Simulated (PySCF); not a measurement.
Assigning NMR signals

Atom-mapped SMILES (the numbers label the heavy atoms): `[NH2:1][CH2:2][SiH:3]1[O:4][CH2:5][CH2:6][CH2:7][O:8]1` (H(Xn): hydrogen on atom n). Ha(C5), Ha(C6), Ha(C7) are cis to C2 on the ring; Hb(C5), Hb(C6), Hb(C7) are trans to C2 on the ring.

Gas phase, fast rotation and ring inversion assumed for equivalent nuclei, one computed conformer, non-relativistic. Shielding tensors at PBE0/pcSseg-1 (GIAO); GFN2-xTB geometry; PySCF.

References, each an isolated molecule treated in the same way: TMS for 13C, 1H.

Task: Assign these signals to the numbered atoms. 13C{1H} NMR (computed): δ 67.2 (CH2), 36.3 (CH2), 34.8 (CH2).

Result: 
```tsv
δ (ppm)	atoms	environment	reason
67.2	C5/C7	sp3 CH2 bonded to O	deshielded by the electronegative neighbour
36.3	C6	sp3 CH2 in a ring	a saturated carbon with 2 carbon neighbours and no heteroatom attached
34.8	C2	sp3 CH2 bonded to N and Si	the inductive effect lowers its shielding
```

C6 and C2 lie closer than the usual error of such a calculation, so a measured spectrum could show them in the other order.

Task: Assign these signals to the numbered atoms. 1H NMR (600 MHz, computed): δ 5.04 (m, 1H), 4.39 (m, 2H), 4.20 (m, 2H), 2.49 (d, 2H), 2.19 (m, 1H), 1.25 (m, 1H), 0.27 (br s, 2H).

Result: 
5.04 → H(Si3), hydrogen on a silicon bonded to C, 2 O, in a 6-membered ring
4.39 → Ha(C5)/Ha(C7), hydrogen on an sp3 CH2 bonded to O: its carbon carries O, an electronegative neighbour
4.20 → Hb(C5)/Hb(C7), hydrogen on an sp3 CH2 bonded to O
2.49 → H(C2), hydrogen on an sp3 CH2 bonded to N and Si: its carbon carries N, an electronegative neighbour
2.19 → Ha(C6), hydrogen on an sp3 CH2 in a ring
1.25 → Hb(C6), hydrogen on an sp3 CH2 in a ring
0.27 → H(N1), hydrogen on an amine nitrogen: labile proton, position sensitive to the medium

OH and NH positions are those of a molecule without intermolecular hydrogen bonds; in solution they move with solvent, concentration and temperature, and exchange usually removes their couplings. Shifts are as computed. Against solution values, carbons near 30 ppm lie about +3 ppm off and those near 130 ppm about +5 ppm. Of 1211 compounds with measured shifts, 218 miss one by over three times the rms of a fit or turn the order of signals round; such compounds aren't used in these exercises. No couplings were computed; multiplicities are counted from neighbouring protons, with m where these are inequivalent, close in shift, in a saturated or five-membered ring or joined by F or P, and br s for small geminal =CH2 splittings.
